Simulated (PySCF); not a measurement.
C5H4F4O2.
SMILES with atom numbers: `[O:1]=[C:2]1[C@H:3]([C:4]([F:5])([F:6])[F:7])[O:8][C@@H:9]1[CH2:10][F:11]` (hydrogens: H12 on C3; H13 on C9; H14, H15 on C10)

The same species was optimised twice, with GFN2-xTB and with PBE0-D3(BJ)/def2-SVP (PySCF), and the same property calculations (PySCF, gas phase) were run on both structures.

```
       coordinate  GFN2-xTB  PBE0-D3(BJ)/def2-SVP  change
       C9–C10 (Å)     1.527                 1.507  -0.020
        C3–C4 (Å)     1.532                 1.518  -0.014
        C2–C9 (Å)     1.516                 1.525  +0.009
        C2–C3 (Å)     1.530                 1.536  +0.006
        C3–O8 (Å)     1.420                 1.415  -0.005
        C4–F5 (Å)     1.333                 1.327  -0.006
        C4–F7 (Å)     1.336                 1.330  -0.006
        O8–C9 (Å)     1.440                 1.437  -0.003
        C4–F6 (Å)     1.338                 1.337  -0.001
        O1=C2 (Å)     1.185                 1.186  +0.001
      C10–F11 (Å)     1.365                 1.365   0.000
     C2–C3–C4 (°)     114.3                 115.7    +1.4
     C3–C4–F7 (°)     111.0                 109.8    -1.2
     F5–C4–F7 (°)     107.3                 108.6    +1.3
     F6–C4–F7 (°)     107.2                 108.2    +1.0
    C2–C9–C10 (°)     115.9                 116.8    +0.9
     C3–O8–C9 (°)      93.9                  94.8    +0.9
     C3–C4–F5 (°)     112.2                 111.4    -0.8
     O1–C2–C3 (°)     136.0                 136.8    +0.8
  C2–C3–C4–F5 (°)      -168                  -165      +3
O8–C9–C10–F11 (°)        97                    80     -17
```

Rotational constants: A = 1872, B = 735.2, C = 643.7 MHz (GFN2-xTB) against A = 1834, B = 753.6, C = 646.0 MHz (PBE0-D3(BJ)/def2-SVP). Point groups within 0.08 Å: C1 and C1.

On the GFN2-xTB structure: HOMO (eV) -8.56 [PBE0/pcSseg-1]; LUMO (eV) -1.97 [PBE0/pcSseg-1]; dipole (D) 1.18 [PBE0/pcSseg-1]; GIAO shielding of O1 (ppm) -337.6 [PBE0/pcSseg-1]; GIAO shielding of C2 (ppm) -14.7 [PBE0/pcSseg-1]; GIAO shielding of C3 (ppm) 86.0 [PBE0/pcSseg-1]; GIAO shielding of C4 (ppm) 56.3 [PBE0/pcSseg-1]; GIAO shielding of F5/F6/F7 (mean) (ppm) 261.3 [PBE0/pcSseg-1]; GIAO shielding of O8 (ppm) 289.5 [PBE0/pcSseg-1]; GIAO shielding of C9 (ppm) 75.5 [PBE0/pcSseg-1]; GIAO shielding of C10 (ppm) 98.2 [PBE0/pcSseg-1].

What do these properties become on the PBE0-D3(BJ)/def2-SVP structure?

```csv
property,level,on GFN2-xTB,on PBE0-D3(BJ)/def2-SVP,change
HOMO (eV),PBE0/pcSseg-1,-8.56,-8.54,+0.02
LUMO (eV),PBE0/pcSseg-1,-1.97,-1.93,+0.04
dipole (D),PBE0/pcSseg-1,1.18,1.39,+0.21
"energy, GFN2-xTB geometry as zero (kcal/mol)",PBE0/pcSseg-1,0.0,-1.0,-1.0
GIAO shielding of O1 (ppm),PBE0/pcSseg-1,-337.6,-336.9,+0.7
GIAO shielding of C2 (ppm),PBE0/pcSseg-1,-14.7,-14.9,-0.2
GIAO shielding of C3 (ppm),PBE0/pcSseg-1,86.0,85.9,-0.1
GIAO shielding of C4 (ppm),PBE0/pcSseg-1,56.3,58.2,+1.9
GIAO shielding of F5/F6/F7 (mean) (ppm),PBE0/pcSseg-1,261.3,265.7,+4.4
GIAO shielding of O8 (ppm),PBE0/pcSseg-1,289.5,290.9,+1.4
GIAO shielding of C9 (ppm),PBE0/pcSseg-1,75.5,77.6,+2.1
GIAO shielding of C10 (ppm),PBE0/pcSseg-1,98.2,101.4,+3.2
```

The heavy atoms differ by 0.105 Å rms after alignment. Among bonds between heavy atoms C9–C10 changes most (-0.020 Å). Changes are differences of the printed values. Neither structure is proved a minimum here.

Shape of the structure used: `[O:1]=[C:2]1[C@H:3]([C:4]([F:5])([F:6])[F:7])[O:8][C@@H:9]1[CH2:10][F:11]`: C2–C3–C4–F5 -165°, O8–C9–C10–F11 80°.
